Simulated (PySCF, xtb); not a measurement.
C8H5N5, SMILES N1C=CC2N3C(=CC=NC=13)N=CN=2.

GFN2-xTB (xtb) at its own geometry gives an orbital gap of 2.03 eV and a dipole moment of 1.20 D.

The structure is a stationary point at PBE-D3(BJ)/def2-SVP.

Problem. What does PBE/def2-SVP (PySCF) give? (The exact figures need the calculation; the answer reports its results.)

Solution. gap 1.97 eV (levels -5.41 and -3.44 eV), dipole 1.16 D.
